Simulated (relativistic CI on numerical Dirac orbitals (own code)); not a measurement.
Radial Dirac CI calculation of As2+.

Command:

```sh
python run_levels.py task.json out
```

Input:

```
atom As  Z=33  charge=2  electrons=31
nucleus A=75  rms_radius_fm=4.0968
hamiltonian dirac-coulomb  breit=on  qed=on  c_scale=1
orbitals kli  potential=per-configuration
slater_scale 1
correlation none
mixing on
grid step=0.0125 r_max=49.7
scf mixing=0.05 start=green max_iterations=150 tolerance=2e-08 node_fill=0
configurations
  [Ar] 3d10 4s2 4p
  [Ar] 3d10 4s 4p2
  [Ar] 3d10 4s2 4d
end
```

Output:

```
SCF 1: [Ar] 3d10 4s2 4p
 iter      energy (Ha)   residual   last orbital (Ha)
    1     -2244.913677   2.19e+00     -1.76068
    2     -2246.979212   2.03e+00     -1.67916
    3     -2257.688898   4.05e-01     -1.02626
    4     -2258.398456   1.70e-01     -1.08833
    5     -2258.380488   1.92e-01     -1.02974
    6     -2258.484003   5.99e-03     -1.00621
    7     -2258.483985   6.35e-03     -1.00622
    8     -2258.484133   2.11e-03     -1.00597
    9     -2258.484133   2.18e-03     -1.00599
   10     -2258.484151   1.11e-04     -1.00636
   11     -2258.484151   8.42e-05     -1.00635
   12     -2258.484152   1.43e-06     -1.00634
   13     -2258.484152   9.08e-07     -1.00634
   14     -2258.484152   1.26e-08     -1.00634
SCF 2: [Ar] 3d10 4s 4p2
 iter      energy (Ha)   residual   last orbital (Ha)
    1     -2244.596624   2.19e+00     -1.76068
    2     -2246.664283   2.02e+00     -1.67807
    3     -2257.393566   3.95e-01     -1.01217
    4     -2258.029468   1.60e-01     -1.07102
    5     -2258.065023   1.38e-01     -1.02205
    6     -2258.117823   6.68e-03     -0.99833
    7     -2258.117723   8.44e-03     -0.99902
    8     -2258.117854   1.86e-03     -1.00225
    9     -2258.117853   1.86e-03     -1.00224
   10     -2258.117876   9.98e-05     -1.00256
   11     -2258.117876   7.84e-05     -1.00255
   12     -2258.117877   1.26e-06     -1.00255
   13     -2258.117877   4.51e-07     -1.00255
   14     -2258.117877   1.42e-08     -1.00255
SCF 3: [Ar] 3d10 4s2 4d
 iter      energy (Ha)   residual   last orbital (Ha)
    1     -2244.617258   2.19e+00     -0.89307
    2     -2246.678229   2.03e+00     -0.84053
    3     -2257.341975   3.82e-01     -0.51433
    4     -2257.914844   1.69e-01     -0.53829
    5     -2257.960574   1.00e-01     -0.51507
    6     -2257.987464   5.12e-03     -0.50878
    7     -2257.987447   5.07e-03     -0.50896
    8     -2257.987305   7.52e-04     -0.50901
    9     -2257.987314   7.32e-04     -0.50899
   10     -2257.987322   1.20e-04     -0.50899
   11     -2257.987323   2.84e-05     -0.50899
   12     -2257.987323   1.25e-06     -0.50898
   13     -2257.987323   3.08e-06     -0.50898
   14     -2257.987323   9.33e-09     -0.50898
orbital energies (Ha): 3s -8.0583  3p1/2 -6.0936  3p3/2 -5.9101  3d3/2 -2.5441  3d5/2 -2.5173  4s -1.4004  4p1/2 -1.0203  4p3/2 -1.0063
configuration averages (Ha): Dirac-Coulomb, Breit, QED
  4s2 4p                       -2258.484152    1.055983    0.709706
  4s 4p2                       -2258.117877    1.055930    0.709171
  4s2 4d                       -2257.987323    1.055548    0.709755
levels: no., configuration, term, J, E (cm-1), weight
   1 4s2 4p                 2P*  1/2              0.0  1.00
   2 4s2 4p                 2P*  3/2           2898.8  1.00
   3 4s 4p2                 4P   1/2          52574.2  1.00
   4 4s 4p2                 4P   3/2          53687.2  1.00
   5 4s 4p2                 4P   5/2          55373.9  1.00
   6 4s 4p2                 2D   3/2          79384.1  0.79
   7 4s 4p2                 2D   5/2          79693.1  0.78
   8 4s 4p2                 2S   1/2         105437.7  0.99
   9 4s2 4d                 2D   3/2         119001.7  0.72
  10 4s 4p2                 2P   1/2         119194.9  0.99
  11 4s2 4d                 2D   5/2         119477.9  0.79
  12 4s 4p2                 2P   3/2         121160.4  0.90
lowest total energy -2256.727269 Ha
end: converged
```

Against the reference input this run has: SCF mixing 0.05, node fill of the KLI weights 0. The reference run ends at -2256.728033 Ha with Breit and QED terms.

With so few configurations and no correlation, terms lie too far apart (by 10 to 50 % or more near neutrality), their order can be wrong, and levels of other configurations are missing.
